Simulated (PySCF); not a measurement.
A calculated (UHF, PySCF 2.14, x2c-TZVPPall, scalar relativity by spin-free X2C-1e) atom or ion has these occupied shells.

```
shell  electrons  orbital energy (eV)  rms radius, mean of both spins (bohr)
 1s α          1             -54054.0                                 0.0240
 1s β          1             -54054.0                                 0.0240
 2s α          1              -9124.7                                 0.0970
 2s β          1              -9124.6                                 0.0970
 2p α          3              -8105.3                                 0.0874
 2p β          3              -8105.2                                 0.0874
 3s α          1              -2084.4                                  0.250
 3s β          1              -2081.7                                  0.250
 3p α          3              -1764.2                                  0.250
 3p β          3              -1761.0                                  0.250
 3d α          5              -1343.8                                  0.230
 3d β          5              -1340.5                                  0.230
 4s α          1              -440.02                                  0.564
 4s β          1              -432.82                                  0.564
 4p α          3              -332.09                                  0.599
 4p β          3              -324.11                                  0.599
 4d α          5              -181.07                                  0.660
 4d β          5              -170.74                                  0.660
 5s α          1              -60.957                                   1.41
 5s β          1              -58.379                                   1.41
 5p α          3              -32.533                                   1.68
 5p β          3              -30.619                                   1.68
 4f α          7              -14.995                                  0.950
 4f β          3              -10.777                                  0.950
 6s α          1               -5.144                                   4.74
 6s β          1               -5.038                                   4.74
```

Question: Name the element and its charge.

Answer: Dy (dysprosium, neutral), in [Xe] 4f10 6s2, one real determinant.
